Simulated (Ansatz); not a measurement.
The cluster GaSi4, relaxed as a doublet with UKS B3LYP-D4/def2-SVP in Ansatz, starting from the GFN1-xTB geometry. Force threshold 0.02 eV/Å.

The relaxation made no stability test and no search for a lower SCF solution. The structure comes from a short search, and lower isomers may exist.

Start:

Cartesian coordinates in Å:
```
Ga 1.571 -1.019 2.061
Si 0.658 -0.476 -0.521
Si -0.429 0.207 -2.522
Si -0.437 0.364 1.517
Si -1.363 0.924 -0.535
```

(1) Estimate the energy that the relaxation releases and the steps that it takes.

(2) Does the start keep its bonding?

(3) Predict the relaxed structure.

## Answers

(1) 23.3 kJ/mol, in 17 steps; 30 s on 4 threads of Arm Neoverse V2 on a shared host. The force fell under the threshold at step 5, but the optimiser went on and released 0.080 eV more. No frequencies were taken in this run, so the end may be a saddle point.

(2) By distances, no bond broke or formed. The bond that changes most is Ga1–Si2, from 2.79 to 3.02 Å (atoms count from 1).

(3) 
```xyz
5

Ga    1.042   -1.438    1.872
Si    0.939    0.262   -0.623
Si   -0.481   -0.141   -2.386
Si   -0.053    0.887    1.471
Si   -1.447    0.429   -0.333
```
Bond lengths: 5 × Si–Si 2.30 to 2.41 Å; 1 × Ga–Si 2.60 Å.
